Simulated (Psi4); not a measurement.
H$_{4}$F$_{2}$Si$_{2}$, singlet, geometry from GFN2-xTB; DLPNO-MP2/def2-SVP in Psi4 1.11.

Here is a job for Psi4.
```
memory 2 GB

molecule mol {
0 1
  Si   -1.141005    0.107067    0.073216
  F    -1.752393   -1.299340   -0.438637
  Si    1.141410   -0.113487   -0.054946
  F     1.751567    1.312418    0.401424
  H    -1.764116    1.081795   -0.819952
  H    -1.716157    0.249287    1.409435
  H     1.715177   -0.306869   -1.385174
  H     1.766852   -1.052024    0.874829
}

set basis def2-svp
set reference rhf
set freeze_core true

energy('dlpno-mp2')
print_variables()
```

What the program printed (banner, timings and long lists left out):

```
    SCF Algorithm Type (re)set to DF.

   => Loading Basis Set <=

    Name: DEF2-SVP
    Role: ORBITAL
    Keyword: BASIS

         ---------------------------------------------------------
                                   SCF
               by Justin Turney, Rob Parrish, Andy Simmonett
                          and Daniel G. A. Smith
                              RHF Reference
         ---------------------------------------------------------

  ==> Geometry <==

    Molecular point group: c1
    Full point group: C1

    Geometry (in Angstrom), charge = 0, multiplicity = 1:

       Center              X                  Y                   Z               Mass
    ------------   -----------------  -----------------  -----------------  -----------------
         SI          -1.140978543242     0.106650386305     0.074400829047    27.976926534650
         F           -1.752366543242    -1.299756613695    -0.437452170953    18.998403162730
         SI           1.141436456758    -0.113903613695    -0.053761170953    27.976926534650
         F            1.751593456758     1.312001386305     0.402608829047    18.998403162730
         H           -1.764089543242     1.081378386305    -0.818767170953     1.007825032230
         H           -1.716130543242     0.248870386305     1.410619829047     1.007825032230
         H            1.715203456758    -0.307285613695    -1.383989170953     1.007825032230
         H            1.766878456758    -1.052440613695     0.876013829047     1.007825032230

  Running in c1 symmetry.

  Rotational constants: A =      0.39201  B =      0.06889  C =      0.06102 [cm^-1]
  Rotational constants: A =  11752.22871  B =   2065.21425  C =   1829.39775 [MHz]
  Nuclear repulsion =  222.989580778295277

  Charge       = 0
  Multiplicity = 1
  Electrons    = 50
  Nalpha       = 25
  Nbeta        = 25

  ==> Algorithm <==

  SCF Algorithm Type is DF.
  DIIS enabled.
  MOM disabled.
  Fractional occupation disabled.
  Guess Type is SAD.
  Energy threshold   = 1.00e-08
  Density threshold  = 1.00e-08
  Integral threshold = 1.00e-12

  ==> Primary Basis <==

  Basis Set: DEF2-SVP
    Blend: DEF2-SVP
    Number of shells: 40
    Number of basis functions: 84
    Number of Cartesian functions: 88
    Spherical Harmonics?: true
    Max angular momentum: 2

   => Loading Basis Set <=

    Name: (DEF2-SVP AUX)
    Role: JKFIT
    Keyword: DF_BASIS_SCF

  ==> Integral Setup <==

  SCF_SUBTYPE=INCORE selected. In-core MEM_DF algorithm will be used.
  Using in-core AOs.

  ==> MemDFJK: Density-Fitted J/K Matrices <==

    J tasked:                   Yes
    K tasked:                   Yes
    wK tasked:                   No
    Algorithm:                 Core
    Schwarz Cutoff:           1E-12
    Mask sparsity (%):       4.3651
    Fitting Condition:        1E-10

   => Auxiliary Basis Set <=

  Basis Set: (DEF2-SVP AUX)
    Blend: DEF2-UNIVERSAL-JKFIT
    Number of shells: 150
    Number of basis functions: 482
    Number of Cartesian functions: 576
    Spherical Harmonics?: true
    Max angular momentum: 4

  Minimum eigenvalue in the overlap matrix is 8.1416585035E-03.
  Reciprocal condition number of the overlap matrix is 1.9118632222E-03.
    Using symmetric orthogonalization.

  ==> Pre-Iterations <==

  SCF Guess: Superposition of Atomic Densities via on-the-fly atomic UHF (no occupation information).

   -------------------------
    Irrep   Nso     Nmo
   -------------------------
     A         84      84
   -------------------------
    Total      84      84
   -------------------------

  ==> Iterations <==

                           Total Energy        Delta E     RMS |[F,P]|

   @DF-RHF iter SAD:  -777.88205320580437   -7.77882e+02   0.00000e+00
   @DF-RHF iter   1:  -778.74156478271925   -8.59512e-01   4.85171e-03 DIIS/ADIIS
   @DF-RHF iter   2:  -778.79907779268376   -5.75130e-02   2.97990e-03 DIIS/ADIIS
   @DF-RHF iter   3:  -778.81949300909923   -2.04152e-02   3.39108e-04 DIIS/ADIIS
   @DF-RHF iter   4:  -778.82046632672439   -9.73318e-04   4.93796e-05 DIIS
   @DF-RHF iter   5:  -778.82049474306325   -2.84163e-05   1.05171e-05 DIIS
   @DF-RHF iter   6:  -778.82049599176526   -1.24870e-06   1.73664e-06 DIIS
   @DF-RHF iter   7:  -778.82049602183793   -3.00727e-08   3.70169e-07 DIIS
   @DF-RHF iter   8:  -778.82049602301424   -1.17632e-09   7.73914e-08 DIIS
   @DF-RHF iter   9:  -778.82049602306176   -4.75211e-11   1.28554e-08 DIIS
   @DF-RHF iter  10:  -778.82049602306256   -7.95808e-13   2.41559e-09 DIIS
  Energy and wave function converged.

  ==> Post-Iterations <==

    Orbital Energies [Eh]
    ---------------------

    Doubly Occupied:

[...]
      25A     -0.440850

    Virtual:

[...]
    Final Occupation by Irrep:
              A
    DOCC [    25 ]
    NA   [    25 ]
    NB   [    25 ]

  @DF-RHF Final Energy:  -778.82049602306256

   => Energetics <=

    Nuclear Repulsion Energy =            222.9895807782952772
    One-Electron Energy =               -1527.2074786348853195
    Two-Electron Energy =                 525.3974018335275105
    Total Energy =                       -778.8204960230625602

Computation Completed

Properties will be evaluated at   0.000000,   0.000000,   0.000000 [a0]

Properties computed using the SCF density matrix

 Multipole Moments:

 ------------------------------------------------------------------------------------
     Multipole            Electronic (a.u.)      Nuclear  (a.u.)        Total (a.u.)
 ------------------------------------------------------------------------------------

 L = 1.  Multiply by 2.5417464519 to convert [e a0] to [Debye]
 Dipole X            :         -0.0019782            0.0024847            0.0005065
 Dipole Y            :          0.0313083           -0.0393435           -0.0080353
 Dipole Z            :         -0.0890864            0.1119520            0.0228656
 Magnitude           :                                                    0.0242417

[...]
    @Boys  105   1.9242869206123029E+02   1.888582E-10
    @Boys  106   1.9242869209937811E+02   1.982439E-10
    @Boys  107   1.9242869212885876E+02   1.532030E-10
    @Boys  108   1.9242869216073109E+02   1.656319E-10
    @Boys  109   1.9242869218957290E+02   1.498831E-10
    @Boys  110   1.9242869221896927E+02   1.527650E-10
    @Boys  111   1.9242869224069216E+02   1.128880E-10
    @Boys  112   1.9242869226421288E+02   1.222309E-10
    @Boys  113   1.9242869228758448E+02   1.214559E-10
    @Boys  114   1.9242869230518912E+02   9.148653E-11
    @Boys  115   1.9242869232209028E+02   8.783081E-11
    @Boys  116   1.9242869233802784E+02   8.282319E-11
    @Boys  117   1.9242869235474450E+02   8.687194E-11
    @Boys  118   1.9242869236477247E+02   5.211268E-11
    @Boys  119   1.9242869237852170E+02   7.145104E-11
    @Boys  120   1.9242869238778891E+02   4.815920E-11
    @Boys  121   1.9242869239607552E+02   4.306325E-11
    @Boys  122   1.9242869240554086E+02   4.918881E-11
    @Boys  123   1.9242869241287474E+02   3.811220E-11
    @Boys  124   1.9242869242165671E+02   4.563751E-11
    @Boys  125   1.9242869242716040E+02   2.860121E-11
    @Boys  126   1.9242869243389706E+02   3.500858E-11
    @Boys  127   1.9242869243879588E+02   2.545786E-11
    @Boys  128   1.9242869244363544E+02   2.514991E-11
    @Boys  129   1.9242869244987253E+02   3.241246E-11
    @Boys  130   1.9242869245366339E+02   1.970007E-11
    @Boys  131   1.9242869245794080E+02   2.222855E-11
    @Boys  132   1.9242869246166774E+02   1.936790E-11
    @Boys  133   1.9242869246508215E+02   1.774379E-11
    @Boys  134   1.9242869246774450E+02   1.383550E-11
    @Boys  135   1.9242869247045809E+02   1.410180E-11
    @Boys  136   1.9242869247293305E+02   1.286171E-11
    @Boys  137   1.9242869247529666E+02   1.228302E-11
    @Boys  138   1.9242869247775087E+02   1.275389E-11
    @Boys  139   1.9242869247990734E+02   1.120659E-11
    @Boys  140   1.9242869248244389E+02   1.318178E-11
    @Boys  141   1.9242869248407197E+02   8.460697E-12
    @Boys  142   1.9242869248586615E+02   9.323855E-12
    @Boys  143   1.9242869248722795E+02   7.076896E-12
    @Boys  144   1.9242869248829686E+02   5.554848E-12
    @Boys  145   1.9242869248977919E+02   7.703291E-12
    @Boys  146   1.9242869249102205E+02   6.458771E-12
    @Boys  147   1.9242869249193581E+02   4.748554E-12
    @Boys  148   1.9242869249296956E+02   5.372143E-12
    @Boys  149   1.9242869249370335E+02   3.813317E-12
    @Boys  150   1.9242869249439141E+02   3.575668E-12
    @Boys  151   1.9242869249520379E+02   4.221708E-12
    @Boys  152   1.9242869249580411E+02   3.119718E-12
    @Boys  153   1.9242869249643712E+02   3.289573E-12
    @Boys  154   1.9242869249702773E+02   3.069205E-12
    @Boys  155   1.9242869249753039E+02   2.612221E-12
    @Boys  156   1.9242869249792449E+02   2.048008E-12
    @Boys  157   1.9242869249834436E+02   2.181971E-12
    @Boys  158   1.9242869249878984E+02   2.315049E-12
    @Boys  159   1.9242869249913633E+02   1.800610E-12
    @Boys  160   1.9242869249954731E+02   2.135741E-12
    @Boys  161   1.9242869249984258E+02   1.534455E-12
    @Boys  162   1.9242869250017299E+02   1.717012E-12
    @Boys  163   1.9242869250041375E+02   1.251166E-12
    @Boys  164   1.9242869250067659E+02   1.365929E-12
    @Boys  165   1.9242869250087102E+02   1.010415E-12
    @Boys  166   1.9242869250107611E+02   1.065803E-12
    @Boys  167   1.9242869250126012E+02   9.562095E-13

    Boys Localizer converged.

  ==> Forming Local MO Domains <==

    Auxiliary BFs per Local MO:
      Average =  162 AUX BFs (3 atoms)
      Min     =  110 AUX BFs (2 atoms)
      Max     =  276 AUX BFs (8 atoms)

    Projected AOs per Local MO:
      Average =   72 PAOs (6 atoms)
      Min     =   65 PAOs (6 atoms)
      Max     =   84 PAOs (8 atoms)

    Local MOs per Local MO:
      Average =   13 LMOs
      Min     =   13 LMOs
      Max     =   13 LMOs

    Screened 0 of 169 LMO pairs (0.00 %)
             0 pairs met overlap criteria
             13 pairs met energy criteria

    Screened LMO pair energy =  0.000000000000

  ==> Merging LMO Domains into LMO Pair Domains <==

    Auxiliary BFs per Local MO pair:
      Average =  218 AUX BFs (5 atoms)
      Min     =  110 AUX BFs (2 atoms)
      Max     =  276 AUX BFs (8 atoms)

    Local MOs per Local MO pair:
      Average =   13 LMOs
      Min     =   13 LMOs
      Max     =   13 LMOs

    Projected AOs per Local MO pair:
      Average =   80 PAOs (7 atoms)
      Min     =   65 PAOs (6 atoms)
      Max     =   84 PAOs (8 atoms)

    Coefficient sparsity in AO -> LMO transform:   0.00 %
    Coefficient sparsity in AO -> PAO transform:   0.00 %
    Coefficient sparsity in combined transforms:   0.00 %

    Storing transformed LMO/PAO integrals in sparse format.

  ==> Transforming 3-Index Integrals to LMO/PAO basis <==

  ==> Forming Pair Natural Orbitals <==

    Natural Orbitals per Local MO pair:
      Avg:  23 NOs
      Min:   6 NOs
      Max:  49 NOs

    PNO truncation energy = -0.000025367240

  ==> Local MP2 <==

    E_CONVERGENCE = 1.00e-06
    R_CONVERGENCE = 1.00e-06

                     Corr. Energy    Delta E     Max R
  @LMP2 iter   0:  -0.555867438937 -5.559e-01  1.186e-03
  @LMP2 iter   1:  -0.561438735664 -5.571e-03  3.331e-04
  @LMP2 iter   2:  -0.561637049048 -1.983e-04  7.171e-05
  @LMP2 iter   3:  -0.561653203042 -1.615e-05  1.642e-05
  @LMP2 iter   4:  -0.561653956635 -7.536e-07  2.276e-06
  @LMP2 iter   5:  -0.561653974421 -1.779e-08  5.144e-07

  Total DLPNO-MP2 Correlation Energy:  -0.561679341662
    MP2 Correlation Energy:            -0.561653974421
    LMO Truncation Correction:          0.000000000000
    PNO Truncation Correction:         -0.000025367240

  Variable Map:
  ----------------------------------------------------------------------------
[...]
  Array Variable Map:
  ----------------------------------------------------------------------------
[...]
[...]
```
